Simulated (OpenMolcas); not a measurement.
Ionisation energies of iodine

```
Program             : OpenMolcas 26.06
Basis               : ANO-RCC-VDZP [6s5p3d1f]
Scalar Hamiltonian  : DKH2, point nucleus
Spin-orbit coupling : state interaction with AMFI integrals over the reference wave functions, term energies averaged over their components
```

Active shells in each charge state: the valence s, p shells, with orbitals averaged over the low states. Where CASPT2's correlated closed shells are named, they are those of the first ion.

A. CASSCF
B. SS-CASPT2, IPEA 0.25 Eh, imaginary shift 0.1 Eh (closed shells correlated: 4s 4p 4d)

Energies in eV between the lowest computed levels (charge -1 gives the electron affinity), named as in B; reference values from the NIST Atomic Spectra Database with their kind.

```json
{"From": "I- 5s² 5p⁶ ¹S₀", "To": "I 5s² 5p⁵ ²P°_3/2", "A": "2.029", "B": "2.527", "Spin-orbit share in B": "-0.289", "Reference": ""}
{"From": "I 5s² 5p⁵ ²P°_3/2", "To": "I+ 5s² 5p⁴ ³P₂", "A": "9.503", "B": "10.047", "Spin-orbit share in B": "-0.194", "Reference": "10.451 (measured)"}
{"From": "I+ 5s² 5p⁴ ³P₂", "To": "I2+ 5s² 5p³ ⁴S°_3/2", "A": "17.897", "B": "18.525", "Spin-orbit share in B": "+0.277", "Reference": "19.131 (measured)"}
{"From": "I2+ 5s² 5p³ ⁴S°_3/2", "To": "I3+ 5s² 5p² ³P₀", "A": "28.652", "B": "29.362", "Spin-orbit share in B": "-1.021", "Reference": "29.570 (measured)"}
{"From": "I3+ 5s² 5p² ³P₀", "To": "I4+ 5s² 5p ²P°_1/2", "A": "39.515", "B": "40.205", "Spin-orbit share in B": "+0.273", "Reference": "40.357 (measured)"}
{"From": "I4+ 5s² 5p ²P°_1/2", "To": "I5+ 5s² ¹S₀", "A": "50.126", "B": "50.908", "Spin-orbit share in B": "+0.954", "Reference": "51.520 (measured)"}
{"From": "I5+ 5s² ¹S₀", "To": "I6+ 5s ²S_1/2", "A": "73.052", "B": "73.831", "Spin-orbit share in B": "+0.000", "Reference": "74.400 (semi-empirical)"}
{"From": "I6+ 5s ²S_1/2", "To": "I7+ 4d¹⁰ ¹S₀", "A": "85.906", "B": "87.080", "Spin-orbit share in B": "+0.000", "Reference": "87.610 (semi-empirical)"}
```

Error against the reference values, in %:

```csv
From,Reference,A,B
I,measured,-9.1,-3.9
I+,measured,-6.5,-3.2
I2+,measured,-3.1,-0.7
I3+,measured,-2.1,-0.4
I4+,measured,-2.7,-1.2
I5+,semi-empirical,-1.8,-0.8
I6+,semi-empirical,-1.9,-0.6
```

Mean absolute error over the 5 measured values: A 1.07 eV, B 0.40 eV. B lies closest.

No diffuse functions were added, so the electron affinity comes out too small, and without dynamic correlation a bound anion can come out unbound.

° marks odd parity.
